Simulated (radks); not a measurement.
Results of a calculation; reference values are marked as such.
All-electron atom: Tb4+ in [Xe] 4f7. Level of theory: scalar-relativistic Kohn-Sham, LDA (Slater exchange, Perdew-Wang correlation), spin-polarised, spherical densities, finite nucleus; open shells are filled with parallel spins first (spin-orbit coupling, left out, can overturn this in heavy ions); Fermi nuclear charge, rms radius 5.06 fm (a radial shooting solver on a logarithmic mesh with Libxc functionals).

Normalised radial functions P(r) = r R(r), r in bohr:

```
   r/bohr * 4d up (the largest magnitude, 1.4, reaches the edge; | marks zero)
 0.001021                             *
  0.00134                             *
 0.001773                             *
 0.002327                             *
 0.003079                             *
 0.004042                             *
 0.005348                             *
 0.007075                             *
 0.009287                             *
  0.01229                             *
  0.01613                             *
  0.02134                             |*
  0.02801                             |*
  0.03706                             |  *
  0.04904                             |    *
  0.06437                             |       *
  0.08517                             |          *
   0.1118                             |              *
   0.1479                             |               *
   0.1942                             |           *
   0.2569                             |*
   0.3399               *             |
   0.4461    *                        |
   0.5903  *                          |
   0.7748        *                    |
    1.025                  *          |
    1.346                         *   |
     1.78                            *|
    2.356                             *
    3.092                             *
    4.091                             *
```

4d up: eigenvalue -202.79 eV, 1 radial node at r = 0.261 bohr, <r> = 0.618 bohr, 90 % of the charge inside 0.927 bohr.
